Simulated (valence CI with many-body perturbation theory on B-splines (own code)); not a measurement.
Kr31+: calculated level list

Method: configuration interaction combined with many-body perturbation theory (CI+MBPT): three valence electrons over a frozen Dirac-Fock core [He], radial functions for each j: 11 s, 11 p, 10 d, 8 f, 5 g, 2 h, with the one-electron correlation potential Σ1 (screened to all orders), the two-electron term Σ2, the three-electron term Σ3, Breit, model QED; selected single and double excitations, second order for the rest, scaled by the run's own slope (own B-spline code, finite nucleus).

No measured spectrum was set against this ion. As an estimate, large intervals hold to a few tenths of a per cent, small ones and those within an open d or f shell to about a per cent.

Levels 91 to 135 of 211, with energies above the lowest level, (2s^2 2p1/2) J=1/2. "Leading %" is the weight of the configuration and term that name the level; weights of strongly mixed levels are sums over their largest components and can fall short. In the jj column 3d3/2^4 stands for four electrons in 3d with j = 3/2. Lifetimes count E1, E2, E3, M1 and M2 decay at the calculated energies, and are blank where another channel may lead or the interval is too uncertain; long ones can be off by a factor of two.

```tsv
No.	Configuration	Term	J	E (eV)	Leading %	Leading jj	Second component	Lifetime
91	2p2.3d	4D	1/2	2407.5	81	2p1/2 2p3/2 3d3/2 (99 %)	14 % 2p2.3d 2P	103 fs
92	2p2.3d	4F	7/2	2409.2	65	2p1/2 2p3/2 3d5/2 (90 %)	27 % 2p2.3d 4D	411 fs
93	2p2.3p	2P°	1/2	2410.3	81	2p1/2 2p3/2 3p3/2 (90 %)	10 % 2p2.3p 2S°	47.4 fs
94	2p2.3s	2P	3/2	2410.6	46	2p3/2^2 3s (90 %)	38 % 2p2.3s 2D	60.3 fs
95	2p2.3d	2F	7/2	2414.3	43	2p1/2 2p3/2 3d3/2 (74 %)	24 % 2p2.3d 4D	6.46 ps
96	2p2.3d	2F	5/2	2416.6	39	2p1/2 2p3/2 3d5/2 (82 %)	38 % 2p2.3d 4P	17.3 fs
97	2p2.3d	4D	3/2	2417.4	40	2p1/2 2p3/2 3d5/2 (82 %)	27 % 2p2.3d 2P	28.3 fs
98	2p2.3d	4F	9/2	2419.2	53	2p1/2 2p3/2 3d5/2 (96 %)	47 % 2p2.3d 2G	8.82 ps
99	2p2.3d	4D	5/2	2424.9	37	2p1/2 2p3/2 3d3/2 (55 %)	33 % 2p2.3d 2D	13.4 fs
100	2p2.3d	4P	3/2	2426.8	49	2p1/2 2p3/2 3d3/2 (83 %)	24 % 2p2.3d 2P	9.99 fs
101	2p2.3d	4P	1/2	2428.7	54	2p1/2 2p3/2 3d3/2 (85 %)	29 % 2p2.3d 2S	10.4 fs
102	2p2.3d	2F	7/2	2433.0	47	2p1/2 2p3/2 3d5/2 (80 %)	35 % 2p2.3d 2G	11.7 fs
103	2p2.3d	2D	5/2	2433.3	59	2p1/2 2p3/2 3d5/2 (66 %)	22 % 2p2.3d 2F	8.58 fs
104	2p2.3d	2P	1/2	2434.8	67	2p1/2 2p3/2 3d5/2 (70 %)	12 % 2p2.3s 2S	12.5 fs
105	2p2.3d	2D	3/2	2435.5	73	2p1/2 2p3/2 3d5/2 (93 %)	18 % 2p2.3d 2P	14.5 fs
106	2p2.3p	2D°	3/2	2439.4	31	2p3/2^2 3p1/2 (93 %)	22 % 2p2.3p 2P°	39.0 fs
107	2p2.3p	2D°	5/2	2442.3	57	2p3/2^2 3p1/2 (91 %)	22 % 2p2.3p 2F°	36.0 fs
108	2p2.3s	2S	1/2	2443.3	66	2p3/2^2 3s (78 %)	12 % 2p2.3d 2P	79.9 fs
109	2p2.3p	2D°	5/2	2448.2	54	2p3/2^2 3p3/2 (98 %)	31 % 2p2.3p 4P°	48.5 fs
110	2p2.3p	2F°	7/2	2449.3	51	2p3/2^2 3p3/2 (96 %)	48 % 2p2.3p 4D°	55.3 fs
111	2p2.3p	2P°	1/2	2450.0	68	2p3/2^2 3p3/2 (90 %)	24 % 2p2.3p 2S°	42.4 fs
112	2p2.3p	2P°	3/2	2471.8	64	2p3/2^2 3p3/2 (96 %)	17 % 2p2.3p 2D°	43.0 fs
113	2p2.3p	2P°	1/2	2475.5	88	2p3/2^2 3p1/2 (91 %)	6 % 2p2.3p 4D°	39.5 fs
114	2p2.3d	2F	7/2	2477.1	54	2p3/2^2 3d5/2 (98 %)	35 % 2p2.3d 4D	469 fs
115	2p2.3d	2G	9/2	2479.0	53	2p3/2^2 3d5/2 (96 %)	47 % 2p2.3d 4F	7.74 ps
116	2p2.3d	2D	3/2	2481.3	49	2p3/2^2 3d3/2 (94 %)	18 % 2p2.3d 4P	13.8 fs
117	2p2.3d	2D	5/2	2481.4	35	2p3/2^2 3d3/2 (80 %)	22 % 2p2.3d 4D	13.0 fs
118	2p2.3d	2P	1/2	2481.6	77	2p3/2^2 3d3/2 (50 %)	11 % 2p2.3d 4D	24.0 fs
119	2p2.3d	2F	7/2	2484.9	52	2p3/2^2 3d3/2 (95 %)	32 % 2p2.3d 2G	10.8 fs
120	2p2.3p	2P°	3/2	2489.3	77	2p3/2^2 3p3/2 (94 %)	8 % 2p2.3p 2D°	45.8 fs
121	2p2.3d	2S	1/2	2492.1	56	2p3/2^2 3d5/2 (48 %)	30 % 2p2.3d 4P	12.8 fs
122	2p2.3d	2P	3/2	2496.6	62	2p3/2^2 3d5/2 (89 %)	15 % 2p2.3d 4P	10.8 fs
123	2p2.3d	2D	5/2	2498.3	62	2p3/2^2 3d5/2 (85 %)	29 % 2p2.3d 2F	10.3 fs
124	2p2.3d	2D	3/2	2519.9	88	2p3/2^2 3d3/2 (90 %)	5 % 2p2.3d 4F	11.4 fs
125	2p2.3d	2D	5/2	2520.4	77	2p3/2^2 3d5/2 (92 %)	9 % 2p2.3d 2F	15.7 fs
126	2s2.4s	2S	1/2	2839.2	96	2s^2 4s (96 %)		143 fs
127	2s2.4p	2P°	1/2	2852.9	96	2s^2 4p1/2 (96 %)		243 fs
128	2s2.4p	2P°	3/2	2860.2	96	2s^2 4p3/2 (96 %)		263 fs
129	2s2.4d	2D	3/2	2871.2	97	2s^2 4d3/2 (97 %)		29.6 fs
130	2s2.4d	2D	5/2	2873.4	97	2s^2 4d5/2 (97 %)		30.5 fs
131	2s2.4f	2F°	5/2	2879.8	97	2s^2 4f5/2 (97 %)		66.2 fs
132	2s2.4f	2F°	7/2	2880.8	97	2s^2 4f7/2 (97 %)		66.7 fs
133	2s.2p.4s	4P°	1/2	2903.1	81	2s 2p1/2 4s (99 %)	18 % 2s.2p.4s 2P°	155 fs
134	2s.2p.4s	4P°	3/2	2912.8	76	2s 2p1/2 4s (92 %)	24 % 2s.2p.4s 2P°	142 fs
135	2s.2p.4p	4D	1/2	2915.4	69	2s 2p1/2 4p1/2 (100 %)	21 % 2s.2p.4p 2P	125 fs
```
